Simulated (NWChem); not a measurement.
System: C$_{3}$H$_{4}$FNSi; SMILES C1(F)[SiH2]C=NC=1

NWChem input:

```
start job
memory heap 200 mb stack 900 mb global 1100 mb
geometry units angstroms
  F      2.131829    -0.182474     0.317668
  C      0.805027    -0.186517     0.101590
  C      0.128318    -1.307408    -0.184647
  N     -1.243702    -1.194677    -0.389924
  C     -1.710350    -0.012871    -0.279672
  Si    -0.385437     1.295389     0.140897
  H      0.544866    -2.298432    -0.272954
  H     -2.772854     0.108080    -0.433460
  H     -0.139521     2.236099    -0.944503
  H     -0.533113     1.855348     1.478230
end
basis spherical
  * library def2-svp
end
dft
  xc pbe0
  iterations 150
end
driver
  maxiter 120
end
task dft optimize
task dft freq
```

Excerpt of the output:

```
             Northwest Computational Chemistry Package (NWChem) 7.3.0
             --------------------------------------------------------

 CS  symmetry detected

                             Geometry "geometry" -> ""
                             -------------------------

 Output coordinates in angstroms (scale by  1.889725989 to convert to a.u.)

  No.       Tag          Charge          X              Y              Z
 ---- ---------------- ---------- -------------- -------------- --------------
    1 F                    9.0000    -0.04247534    -2.21199594     0.00000000
    2 C                    6.0000    -0.14473158    -0.87160299     0.00000000
    3 C                    6.0000    -1.32816299    -0.24251366     0.00000000
    4 N                    7.0000    -1.31572883     1.14929495     0.00000000
    5 C                    6.0000    -0.15528613     1.67840165     0.00000000
    6 Si                  14.0000     1.26549357     0.40356757     0.00000000
    7 H                    1.0000    -2.29939746    -0.71170709     0.00000000
    8 H                    1.0000    -0.11165001     2.75788787     0.00000000
    9 H                    1.0000     2.02780076     0.39053105    -1.24192604
   10 H                    1.0000     2.02780076     0.39053105     1.24192604

 Effective nuclear repulsion energy (a.u.)     271.7208551631

      Symmetry information
      --------------------

 Group name             Cs
 Group number              2
 Group order               2
 No. of unique centers     9

                                Z-matrix (autoz)
                                --------

 Units are Angstrom for bonds and degrees for angles

      Type          Name      I     J     K     L     M      Value
      ----------- --------  ----- ----- ----- ----- ----- ----------
    1 Stretch                  1     2                       1.34429
    2 Stretch                  2     3                       1.34025
    3 Stretch                  2     6                       1.90126
    4 Stretch                  3     4                       1.39186
    5 Stretch                  3     7                       1.07863
    6 Stretch                  4     5                       1.27537
    7 Stretch                  5     6                       1.90888
    8 Stretch                  5     8                       1.08037
    9 Stretch                  6     9                       1.45728
   10 Stretch                  6    10                       1.45728
   11 Bend                     1     2     3               122.35680
   12 Bend                     1     2     6               127.75835
   13 Bend                     2     3     4               117.48239
   14 Bend                     2     3     7               126.22104
   15 Bend                     2     6     5                84.02182
   16 Bend                     2     6     9               112.45775
   17 Bend                     2     6    10               112.45775
   18 Bend                     3     2     6               109.88486
   19 Bend                     3     4     5               115.02259
   20 Bend                     4     3     7               116.29657
   21 Bend                     4     5     6               113.58835
   22 Bend                     4     5     8               116.82554
   23 Bend                     5     6     9               113.28596
   24 Bend                     5     6    10               113.28596
   25 Bend                     6     5     8               129.58611
   26 Bend                     9     6    10               116.90846
   27 Torsion                  1     2     3     4         180.00000
   28 Torsion                  1     2     3     7           0.00000
   29 Torsion                  1     2     6     5         180.00000
   30 Torsion                  1     2     6     9          67.24357
   31 Torsion                  1     2     6    10         -67.24357
   32 Torsion                  2     3     4     5           0.00000
   33 Torsion                  2     6     5     4           0.00000
   34 Torsion                  2     6     5     8         180.00000
   35 Torsion                  3     2     6     5           0.00000
   36 Torsion                  3     2     6     9        -112.75643
   37 Torsion                  3     2     6    10         112.75643
   38 Torsion                  3     4     5     6           0.00000
   39 Torsion                  3     4     5     8         180.00000
   40 Torsion                  4     3     2     6           0.00000
   41 Torsion                  4     5     6     9         111.90590
   42 Torsion                  4     5     6    10        -111.90590
   43 Torsion                  5     4     3     7         180.00000
   44 Torsion                  6     2     3     7         180.00000
   45 Torsion                  8     5     6     9         -68.09410
   46 Torsion                  8     5     6    10          68.09410

                           NWChem Geometry Optimization
                           ----------------------------

 maximum gradient threshold         (gmax) =   0.000450
 rms gradient threshold             (grms) =   0.000300
 maximum cartesian step threshold   (xmax) =   0.001800
 rms cartesian step threshold       (xrms) =   0.001200
 fixed trust radius                (trust) =   0.300000
 source of zmatrix                         =   autoz

          -------------------
          Energy Minimization
          -------------------

 Using diagonal initial Hessian
 Scaling for Hessian diagonals: bonds = 1.00  angles = 0.25  torsions = 0.10

          --------
          Step   0

                                 NWChem DFT Module
                                 -----------------

[...]

      ----------------------
      Optimization converged
      ----------------------

  Step       Energy      Delta E   Gmax     Grms     Xrms     Xmax
  ---- ---------------- -------- -------- -------- -------- --------
@    6    -560.03158606 -3.0D-07  0.00003  0.00001  0.00022  0.00048
                                     ok       ok       ok       ok

                                Z-matrix (autoz)
                                --------

 Units are Angstrom for bonds and degrees for angles

[...]

 Rotational Constants
 --------------------
 A=   0.160959 cm-1  (  0.231579 K)
 B=   0.096667 cm-1  (  0.139079 K)
 C=   0.061731 cm-1  (  0.088815 K)

 Temperature                      =   298.15K
 frequency scaling parameter      =   1.0000

 Zero-Point correction to Energy  =   39.431 kcal/mol  (  0.062837 au)
 Thermal correction to Energy     =   43.047 kcal/mol  (  0.068599 au)
 Thermal correction to Enthalpy   =   43.639 kcal/mol  (  0.069543 au)

 Total Entropy                    =   75.879 cal/mol-K
   - Translational                =   39.730 cal/mol-K (mol. weight = 101.0097)
   - Rotational                   =   26.909 cal/mol-K (symmetry #  =        1)
   - Vibrational                  =    9.240 cal/mol-K

 Cv (constant volume heat capacity) =   21.561 cal/mol-K
   - Translational                  =    2.979 cal/mol-K
   - Rotational                     =    2.979 cal/mol-K
   - Vibrational                    =   15.602 cal/mol-K

[normal modes left out]

 ----------------------------------------------------------------------------
 Normal Eigenvalue ||           Projected Infra Red Intensities
  Mode   [cm**-1]  || [atomic units] [(debye/angs)**2] [(KM/mol)] [arbitrary]
 ------ ---------- || -------------- ----------------- ---------- -----------
    1       -0.000 ||    0.000041           0.001         0.040       0.018
    2       -0.000 ||    0.000775           0.018         0.755       0.334
    3       -0.000 ||    0.000353           0.008         0.344       0.152
    4       -0.000 ||    0.000070           0.002         0.068       0.030
    5        0.000 ||    0.000002           0.000         0.002       0.001
    6        0.000 ||    0.000433           0.010         0.422       0.186
    7      212.834 ||    0.000069           0.002         0.068       0.030
    8      306.123 ||    0.000436           0.010         0.425       0.188
    9      327.550 ||    0.006779           0.156         6.609       2.923
   10      351.216 ||    0.014717           0.340        14.347       6.345
   11      465.415 ||    0.016130           0.372        15.725       6.954
   12      604.748 ||    0.000314           0.007         0.306       0.136
   13      606.370 ||    0.013229           0.305        12.896       5.703
   14      651.675 ||    0.004068           0.094         3.965       1.754
   15      679.196 ||    0.033442           0.772        32.601      14.417
   16      686.231 ||    0.012290           0.284        11.981       5.299
   17      849.700 ||    0.052034           1.200        50.725      22.433
   18      851.217 ||    0.063968           1.476        62.359      27.578
   19      924.028 ||    0.075693           1.746        73.789      32.633
   20      929.810 ||    0.005675           0.131         5.532       2.447
   21     1087.117 ||    0.012305           0.284        11.996       5.305
   22     1254.241 ||    0.011499           0.265        11.209       4.957
   23     1306.644 ||    0.086747           2.001        84.565      37.399
   24     1320.276 ||    0.030971           0.715        30.192      13.352
   25     1627.391 ||    0.049784           1.149        48.532      21.463
   26     1670.230 ||    0.055115           1.272        53.729      23.761
   27     2248.334 ||    0.057618           1.329        56.168      24.840
   28     2255.090 ||    0.075134           1.733        73.244      32.392
   29     3159.363 ||    0.007655           0.177         7.462       3.300
   30     3220.471 ||    0.008517           0.196         8.302       3.672
 ----------------------------------------------------------------------------
```

Level: PBE0/def2-SVP.
